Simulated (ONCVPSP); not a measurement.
An all-electron radial function and its pseudo partner (O (Z = 8))

Columns: radius, all-electron u(r) and pseudo u(r) of the 2p shell (level -9.20 eV) of oxygen in the configuration [He] 2s2 2p4; LDA (Perdew-Zunger), scalar-relativistic, ONCV scheme, ONCVPSP 4.0.1.

| r (bohr) | all-electron | pseudo |
| --- | --- | --- |
| 0.068 | 0.0542 | 0.0220 |
| 0.135 | 0.1667 | 0.0840 |
| 0.202 | 0.2960 | 0.1790 |
| 0.270 | 0.4229 | 0.2983 |
| 0.338 | 0.5352 | 0.4279 |
| 0.405 | 0.6277 | 0.5531 |
| 0.473 | 0.7026 | 0.6668 |
| 0.540 | 0.7585 | 0.7579 |
| 0.608 | 0.7991 | 0.8256 |
| 0.675 | 0.8251 | 0.8672 |
| 0.742 | 0.8395 | 0.8866 |
| 0.810 | 0.8441 | 0.8878 |
| 0.878 | 0.8408 | 0.8756 |
| 0.945 | 0.8311 | 0.8554 |
| 1.013 | 0.8164 | 0.8307 |
| 1.080 | 0.7981 | 0.8050 |
| 1.148 | 0.7767 | 0.7792 |
| 1.215 | 0.7536 | 0.7541 |
| 1.283 | 0.7287 | 0.7287 |
| 1.350 | 0.7033 | 0.7032 |
| 1.418 | 0.6769 | 0.6769 |
| 1.485 | 0.6508 | 0.6507 |
| 1.553 | 0.6243 | 0.6243 |
| 1.620 | 0.5985 | 0.5985 |
| 1.688 | 0.5727 | 0.5727 |
| 1.755 | 0.5478 | 0.5478 |

(1) How many radial nodes do the two functions have?

(2) At about which radius was the pseudo-wave matched?

(3) Is the pseudo-wave norm-conserving?

Answers

(1) The all-electron 2p function has n − l − 1 = 0; the pseudo-wave has 0.

(2) 1.35 bohr. The columns agree to 0.0005 from 1.22 bohr on; several derivatives are matched, so the curves merge somewhat inside the radius.

(3) Yes: the ONCV scheme keeps the norm inside the radius equal to the all-electron one, which fixes the energy derivative of the logarithmic derivative at the level.
